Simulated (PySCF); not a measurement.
PySCF input for C2H7BeNSe, SMILES C[N](C)[Be][SeH], TDDFT-PBE/def2-SVPD. Coordinates come from a ωB97X-D3(BJ)/def2-SVP optimisation. The structure was generated by enumeration; whether it is a known compound was not checked. Other conformers were not sampled.

```python
import numpy as np
from pyscf import gto, scf, dft, tdscf

mol = gto.M(
    atom='''
    Be   -0.27898902   -0.00571877   -0.00000000
    N    -1.78106807   -0.00224273   -0.00000000
    C    -2.58221211    0.00245052   -1.20994905
    C    -2.58221210    0.00245052    1.20994906
    H    -3.24307194   -0.88466146   -1.26507122
    H    -3.22948032    0.89946617   -1.26782072
    H    -1.94044403   -0.00404395   -2.10591964
    H    -3.22948033    0.89946617    1.26782071
    H    -3.24307194   -0.88466146    1.26507123
    H    -1.94044402   -0.00404394    2.10591963
    Se    1.75177997   -0.04223280   -0.00000000
    H     1.83545154    1.42356173   -0.00000001
    ''',
    basis='def2-SVPD',
    charge=0,
    spin=0,
    symmetry=True,
    max_memory=1600,
    verbose=4,
)
mf = dft.RKS(mol, xc='pbe').density_fit(auxbasis='def2-universal-jkfit')
mf.grids.level = 3
mf.conv_tol = 1e-9
mf.max_cycle = 100
mf.kernel()
mf.grids = dft.Grids(mol).set(level=1).build(with_non0tab=True)  # coarser grid for the response kernel
td = tdscf.TDDFT(mf)
td.singlet = True
td.nstates = 10
td.conv_tol = 1e-4
td.positive_eig_threshold = 1e-6
td.kernel(x0=td.get_init_guess(mf, 15))
td.analyze()
tt = tdscf.TDA(mf)
tt.singlet = False
tt.nstates = 4
tt.conv_tol = 1e-4
tt.positive_eig_threshold = 1e-6
tt.kernel(x0=tt.get_init_guess(mf, 9))
tt.analyze(verbose=3)
```

It prints:

```
PySCF version 2.14.0

[INPUT] verbose = 4
[INPUT] num. atoms = 12
[INPUT] num. electrons = 64
[INPUT] charge = 0
[INPUT] spin (= nelec alpha-beta = 2S) = 0
[INPUT] symmetry True subgroup None
[INPUT] Mole.unit = angstrom
[INPUT] Symbol           X                Y                Z      unit          X                Y                Z       unit  Magmom
[INPUT]  1 Be    -0.278989020000  -0.005718770000   0.000000000000 AA   -0.527212839561  -0.010806909069   0.000000000000 Bohr   0.0
[INPUT]  2 N     -1.781068070000  -0.002242730000   0.000000000000 AA   -3.365730861508  -0.004238145471   0.000000000000 Bohr   0.0
[INPUT]  3 C     -2.582212110000   0.002450520000  -1.209949050000 AA   -4.879673683435   0.004630811663  -2.286472329178 Bohr   0.0
[INPUT]  4 C     -2.582212100000   0.002450520000   1.209949060000 AA   -4.879673664538   0.004630811663   2.286472348075 Bohr   0.0
[INPUT]  5 H     -3.243071940000  -0.884661460000  -1.265071220000 AA   -6.128517768862  -1.671767872358  -2.390638133869 Bohr   0.0
[INPUT]  6 H     -3.229480320000   0.899466170000  -1.267820720000 AA   -6.102833329473   1.699744719611  -2.395833935849 Bohr   0.0
[INPUT]  7 H     -1.940444030000  -0.004043950000  -2.105919640000 AA   -3.666907776747  -0.007641957961  -3.979611359943 Bohr   0.0
[INPUT]  8 H     -3.229480330000   0.899466170000   1.267820710000 AA   -6.102833348370   1.699744719611   2.395833916952 Bohr   0.0
[INPUT]  9 H     -3.243071940000  -0.884661460000   1.265071230000 AA   -6.128517768862  -1.671767872358   2.390638152767 Bohr   0.0
[INPUT] 10 H     -1.940444020000  -0.004043940000   2.105919630000 AA   -3.666907757850  -0.007641939064   3.979611341045 Bohr   0.0
[INPUT] 11 Se     1.751779970000  -0.042232800000   0.000000000000 AA    3.310384373799  -0.079808425474   0.000000000000 Bohr   0.0
[INPUT] 12 H      1.835451540000   1.423561730000  -0.000000010000 AA    3.468500725511   2.690141791112  -0.000000018897 Bohr   0.0

nuclear repulsion = 257.032979349721
point group symmetry = Cs
symmetry origin: [3.24796678e-09 3.24796678e-09 1.18107883e-09]
symmetry axis x: [ 1.00000000e+00  1.13544133e-10 -3.22037794e-10]
symmetry axis y: [-1.13544133e-10  1.00000000e+00  3.92651709e-10]
symmetry axis z: [ 3.22037795e-10 -3.92651498e-10  1.00000000e+00]
num. orbitals of irrep A' = 101
num. orbitals of irrep A" = 68
number of shells = 73
number of NR pGTOs = 265
number of NR cGTOs = 169
basis = def2-SVPD
ecp = {}


[settings echo left out]
init E= -2549.83387143412
HOMO (A") = -0.280034944763175  LUMO (A') = -0.0751606471060504  gap/eV = 5.57491
cycle= 1 E= -2550.50042974253  delta_E= -0.667  |g|= 0.519  |ddm|= 6.82
HOMO (A') = -0.0952899322158554  LUMO (A') = -0.0179488039310289  gap/eV = 2.10456
cycle= 2 E= -2550.24636587757  delta_E= 0.254  |g|=  1.1  |ddm|= 2.27
HOMO (A") = -0.194746186745304  LUMO (A') = -0.0277607113508442  gap/eV = 4.54391
cycle= 3 E= -2550.56136433539  delta_E= -0.315  |g|= 0.204  |ddm|= 1.37
HOMO (A') = -0.195996545443802  LUMO (A') = -0.0372805171180541  gap/eV = 4.31888
cycle= 4 E= -2550.57136416848  delta_E= -0.01  |g|= 0.0578  |ddm|= 0.324
HOMO (A') = -0.195530977706348  LUMO (A') = -0.0373334397955682  gap/eV = 4.30477
cycle= 5 E= -2550.57205122926  delta_E= -0.000687  |g|= 0.0184  |ddm|= 0.0884
HOMO (A') = -0.194837121030933  LUMO (A') = -0.0370772751528858  gap/eV = 4.29286
cycle= 6 E= -2550.57212024512  delta_E= -6.9e-05  |g|= 0.00396  |ddm|= 0.0284
HOMO (A') = -0.195216790871647  LUMO (A') = -0.0372674884014006  gap/eV = 4.29802
cycle= 7 E= -2550.57212498214  delta_E= -4.74e-06  |g|= 0.00111  |ddm|= 0.0073
HOMO (A') = -0.195217676837255  LUMO (A') = -0.0372324014708743  gap/eV = 4.29900
cycle= 8 E= -2550.57212538621  delta_E= -4.04e-07  |g|= 0.000378  |ddm|= 0.00339
HOMO (A') = -0.195252492412869  LUMO (A') = -0.0372165692011768  gap/eV = 4.30038
cycle= 9 E= -2550.57212543486  delta_E= -4.86e-08  |g|= 7.39e-05  |ddm|= 0.000695
HOMO (A') = -0.195257652730723  LUMO (A') = -0.0372206695847725  gap/eV = 4.30041
cycle= 10 E= -2550.57212543588  delta_E= -1.03e-09  |g|= 1.65e-05  |ddm|= 0.00021
HOMO (A') = -0.195257370428699  LUMO (A') = -0.0372208676749013  gap/eV = 4.30039
cycle= 11 E= -2550.57212543593  delta_E= -5.32e-11  |g|= 1.12e-05  |ddm|= 4.13e-05
HOMO (A') = -0.195255683736292  LUMO (A') = -0.0372205315701652  gap/eV = 4.30036
Extra cycle  E= -2550.57212543586  delta_E= 7.09e-11  |g|= 1.84e-05  |ddm|= 4.67e-05
converged SCF energy = -2550.57212543586
tot grids = 45200
Overwritten attributes  positive_eig_threshold  of <class 'pyscf.tdscf.rks.CasidaTDDFT'>


******** <class 'pyscf.tdscf.rks.CasidaTDDFT'> for <class 'pyscf.df.df_jk.DFSymAdaptedRKS'> ********
nstates = 10 singlet
deg_eia_thresh = 1.000e-03
wfnsym = None
conv_tol = 0.0001
eigh lindep = 1e-12
eigh level_shift = 0
eigh max_cycle = 100


Excitation energies (eV)
[4.41186382 4.65103858 5.02253688 5.03388617 5.3550735  5.37024597
 5.65782303 5.70843848 5.87271043 6.14187748]

** Singlet excitation energies and oscillator strengths **
Excited State   1:   A'      4.41186 eV    281.02 nm  f=0.0165
      32 -> 33       -0.67073
      32 -> 35       -0.21458
Excited State   2:   A"      4.65104 eV    266.57 nm  f=0.0000
      32 -> 34       -0.70694
Excited State   3:   A"      5.02254 eV    246.86 nm  f=0.0321
      31 -> 33        0.70426
Excited State   4:   A'      5.03389 eV    246.30 nm  f=0.0706
      32 -> 33       -0.16860
      32 -> 35        0.60634
      32 -> 36        0.30020
Excited State   5:   A'      5.35507 eV    231.53 nm  f=0.0632
      32 -> 33        0.11219
      32 -> 35       -0.25473
      32 -> 36        0.63223
Excited State   6:   A"      5.37025 eV    230.87 nm  f=0.0357
      31 -> 35       -0.70362
Excited State   7:   A'      5.65782 eV    219.14 nm  f=0.0254
      32 -> 37       -0.69298
Excited State   8:   A'      5.70844 eV    217.19 nm  f=0.1472
      30 -> 35       -0.12720
      31 -> 34        0.67073
      32 -> 37        0.10075
Excited State   9:   A"      5.87271 eV    211.12 nm  f=0.0032
      31 -> 36        0.70290
Excited State  10:   A"      6.14188 eV    201.87 nm  f=0.0000
      32 -> 38        0.70695

** Transition electric dipole moments (AU) **
state          X           Y           Z        Dip. S.      Osc.
  1         0.3662     -0.1354      0.0000      0.1524      0.0165
  2        -0.0000     -0.0000     -0.0133      0.0002      0.0000
  3         0.0000      0.0000     -0.5104      0.2605      0.0321
  4         0.7564     -0.0125      0.0000      0.5722      0.0706
  5        -0.6690     -0.1841     -0.0000      0.4815      0.0632
  6         0.0000      0.0000      0.5210      0.2715      0.0357
  7        -0.3407      0.2594     -0.0000      0.1834      0.0254
  8        -1.0208     -0.1033     -0.0000      1.0527      0.1472
  9        -0.0000     -0.0000      0.1493      0.0223      0.0032
 10         0.0000     -0.0000     -0.0128      0.0002      0.0000

** Transition velocity dipole moments (imaginary part, AU) **
state          X           Y           Z        Dip. S.      Osc.
  1         0.0566     -0.0212      0.0000      0.0037      0.0150
  2         0.0000      0.0000     -0.0020      0.0000      0.0000
  3         0.0000      0.0000     -0.0950      0.0090      0.0326
  4         0.1356     -0.0078      0.0000      0.0185      0.0665
  5        -0.1296     -0.0414     -0.0000      0.0185      0.0627
  6        -0.0000      0.0000      0.0996      0.0099      0.0335
  7        -0.0732      0.0592     -0.0000      0.0089      0.0284
  8        -0.2107     -0.0224     -0.0000      0.0449      0.1427
  9         0.0000     -0.0000      0.0355      0.0013      0.0039
 10        -0.0000      0.0000     -0.0020      0.0000      0.0000

** Transition magnetic dipole moments (imaginary part, AU) **
state          X           Y           Z
  1        -0.0000     -0.0000     -0.1529
  2        -0.5059     -0.0146     -0.0000
  3         0.3446     -0.4389     -0.0000
  4         0.0000     -0.0000     -0.5068
  5        -0.0000      0.0000     -0.6623
  6         0.1967      0.3800     -0.0000
  7         0.0000      0.0000      0.3554
  8         0.0000     -0.0000      0.0103
  9        -0.0748      0.0556      0.0000
 10         0.0223     -0.0016      0.0000
Overwritten attributes  positive_eig_threshold  of <class 'pyscf.tdscf.rks.TDA'>


******** <class 'pyscf.tdscf.rks.TDA'> for <class 'pyscf.df.df_jk.DFSymAdaptedRKS'> ********
nstates = 4 triplet
deg_eia_thresh = 1.000e-03
wfnsym = None
conv_tol = 0.0001
eigh lindep = 1e-12
eigh level_shift = 0
eigh max_cycle = 100


Excitation energies (eV)
[4.06800283 4.46097141 4.51742728 4.6993657 ]

** Triplet excitation energies and oscillator strengths **
Excited State   1:   A'      4.06800 eV    304.78 nm  f=0.0000
Excited State   2:   A'      4.46097 eV    277.93 nm  f=0.0000
Excited State   3:   A"      4.51743 eV    274.46 nm  f=0.0000
Excited State   4:   A"      4.69937 eV    263.83 nm  f=0.0000
```

Self-consistency was reached.
